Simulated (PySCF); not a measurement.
## Y(NH2)3 at several levels of theory

Computed with PySCF 2.14.0 (density fitting, no spin-orbit coupling) at the geometry relaxed with PBE0:

```xyz
10
Y(NH2)3 (singlet)
Y     0.0040   -0.0065   -0.0110
N     2.1460   -0.0059   -0.2219
H     2.7723   -0.8113   -0.2314
H     2.7538    0.8072   -0.3287
N    -1.0737    1.8549   -0.0111
H    -2.0800    1.9933    0.0890
H    -0.6808    2.7928   -0.0965
N    -1.0695   -1.8563    0.2244
H    -2.0788   -1.9641    0.3309
H    -0.6933   -2.8041    0.2563
```

```json
{"level": "PBE0", "basis": "Y def2-SVP with ECP28, N def2-SVP, H def2-SVP", "state": "singlet", "HOMO (eV)": "-6.07", "gap (eV)": "5.05", "charge on Y1 (e)": "0.83", "dipole about the centre of mass (D)": "0.01", "largest force component (eV/Å)": "0.01"}
{"level": "PBE0", "basis": "Y def2-TZVP with ECP28, N def2-TZVP, H def2-TZVP", "state": "singlet", "HOMO (eV)": "-6.29", "gap (eV)": "5.17", "charge on Y1 (e)": "1.39", "dipole about the centre of mass (D)": "0.01", "largest force component (eV/Å)": "0.43"}
```

Charges are Mulliken's, which hang on the basis. The relaxation used the grid (50, 194), these runs (75, 302) or, all-electron (x2c bases, spin-free X2C Hamiltonian), (99, 590).

**Question.** A further run in the first row's basis gives HOMO (eV) -4.69, gap (eV) 3.11, charge on Y1 (e) 0.67, dipole about the centre of mass (D) 0.01, largest force component (eV/Å) 0.42. Which level was it?
A. CAM-B3LYP
B. revPBE

**Answer.** B. The others give HOMO -7.47 eV (CAM-B3LYP).

In the first row's basis the gap widens with exact exchange: 3.1 eV for revPBE (none); 5.1 eV for PBE0 (a fixed share); 7.1 eV for CAM-B3LYP (rising or full at long range).
